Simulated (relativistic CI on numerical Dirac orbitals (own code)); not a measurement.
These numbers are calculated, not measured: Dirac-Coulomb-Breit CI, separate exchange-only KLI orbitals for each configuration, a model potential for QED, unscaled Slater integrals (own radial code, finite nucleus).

The strongest absorption lines from the ground level of an ion, among the configurations computed and to levels below about 329 eV (vacuum wavelength in nm, gf): 3.9002 (0.011), 3.9980 (0.029), 4.1028 (0.65), 4.1079 (2.9), 4.5817 (0.02), 5.2071 (0.27).

**Question.** Which ion is it?
A. Fr⁴⁷⁺
B. Pa⁵¹⁺
C. Bi⁴³⁺
D. Bi⁴¹⁺

**Answer.** C. Bi⁴³⁺ has 40 electrons and the ground level 4s2.4p6.4d4 3P_0; the strongest line goes to 4s2.4p6.4d3.4f 3D°_1. The pattern of lines fixes the number of electrons, and along that sequence the line energies rise steadily with the charge (about as its square where n changes within one kind of shell, about linearly where n is kept but much faster in heavy ions where fine structure, which grows about as Z⁴, sets the gap, and irregularly where shells cross), which fixes Z. Configurations outside the model, such as inner-shell arrays, can give stronger lines. At this charge energies of transitions that change n are usually good to better than 1 %, and those within a shell (Δn = 0) to a few per cent.

LS names give the leading component of a level, which can be under half, so a name can repeat, a term be missing and a line seem to break the LS rules.
